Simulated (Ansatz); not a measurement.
Relaxation of BBrF₂H₃N (8 atoms, charge 0, multiplicity 1), to a largest force component of 0.03 eV/Å in at most 50 steps.

Theory: RKS PBE0/def2-SVP in Ansatz 0.2.0.

```xyz
8
Properties=species:S:1:pos:R:3:forces:R:3
B -0.409 0.351 -1.202 1.18 -0.34 -0.46
Br 1.377 -0.156 -1.948 -1.16 0.34 0.45
F -1.385 -0.521 -1.244 0.05 0.06 0.08
F -0.632 1.602 -0.886 -0.01 -0.09 0.06
H 1.089 -0.550 0.820 -0.20 0.06 0.10
N 0.324 -0.365 1.459 0.15 -0.06 0.01
H -0.480 -0.970 1.372 -0.01 0.03 -0.12
H 0.116 0.609 1.628 -0.01 0.02 -0.12
```

Q: Where does it end, and by what steps?

A: It converged. The force dipped under the threshold on the way, but the program's further checks kept it going. After 27 steps the energy has fallen by 1.273 eV; H7 moved furthest, 0.70 Å. Joined: B1–N6.

```tsv
step	energy less start (eV)	largest force component (eV/Å)	accepted
0	0.0000	1.184	yes
1	-0.0114	0.931	yes
2	-0.0773	0.562	yes
3	-0.0948	0.448	yes
4	-0.0996	0.170	yes
5	-0.1008	0.116	yes
6	-0.1037	0.141	yes
7	-0.1122	0.467	yes
8	-0.1583	1.072	yes
9	-0.4757	2.621	yes
10	-1.0561	1.556	yes
11	-1.2048	0.451	yes
12	-1.2214	0.187	yes
13	-1.2255	0.056	yes
14	-1.2261	0.022	yes
15	-1.2262	0.024	yes
16	-1.2263	0.008	yes
17	-1.2263	0.006	yes
18	-1.2264	0.014	yes
19	-1.2261	0.211	no
20	-1.2272	0.047	yes
21	-1.2270	0.263	no
22	-1.2289	0.055	yes
23	-1.2309	0.137	yes
24	-1.2343	0.269	yes
25	-1.2382	0.435	yes
26	-1.2635	0.041	yes
27	-1.2726	0.013	yes
```

```xyz
8
Properties=species:S:1:pos:R:3
B -0.275 0.261 -0.715
Br 1.169 -0.580 -1.855
F -1.506 -0.276 -0.924
F -0.236 1.620 -0.718
H 1.125 0.038 0.978
N 0.142 -0.182 0.811
H 0.017 -1.190 0.926
H -0.436 0.309 1.498
```

The run took 30 s on 2 threads of AMD EPYC 9R45 96-Core Processor (Zen 5), with other jobs on the host, peak memory 0.25 GiB.
